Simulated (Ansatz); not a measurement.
Molecule: sum formula GaH$_{2}$Br, net charge 0, singlet state. 
Structure (B3LYP-D3(BJ)/def2-TZVP (Ansatz, an electronic-structure program) minimum search):
```xyz
4

Ga    -1.1658     0.1109    -0.0078
Br     1.1370    -0.1082     0.0076
H     -1.6944     1.5759    -0.0015
H     -1.9611    -1.2281    -0.0229
```

Property: vertical triplet-singlet gap (E(triplet) - E(singlet); each state is the SCF solution reached for its spin; for the triplet T1 is 0.073), in kcal/mol. Valence correlation only, unless marked. UHF or UKS for open shells. Spin-orbit coupling is left out. The frozen core is the preceding noble-gas configuration, with the filled d and f shells of earlier blocks. No relativistic terms. CBS marks a two-point X^-3 extrapolation of the correlation energy; Hartree-Fock from the larger set.

| level | program | vertical triplet-singlet gap (kcal/mol) |
|---|---|---|
| SVWN5/def2-TZVPD | Ansatz | 98.2 |
| BHLYP/def2-TZVPD | Ansatz | 115.7 |
| CAM-B3LYP/def2-TZVPD | Ansatz | … |
| SCS-MP2/def2-QZVPPD | Ansatz | 128.3 |
| CCSD/aug-cc-pVDZ | Ansatz | … |
| CCSD/def2-TZVPPD | Ansatz | 119.2 |
| CCSD/aug-cc-pVQZ | Ansatz | 120.1 |
| CCSD(T)/CBS(aug-cc-pVTZ,aug-cc-pVQZ) | Ansatz | … |

### Question
Some entries are withheld; supply them.

### Answer

- CAM-B3LYP/def2-TZVPD, vertical triplet-singlet gap (kcal/mol): 112.5
- CCSD/aug-cc-pVDZ, vertical triplet-singlet gap (kcal/mol): 118.3
- CCSD(T)/CBS(aug-cc-pVTZ,aug-cc-pVQZ), vertical triplet-singlet gap (kcal/mol): 119.7
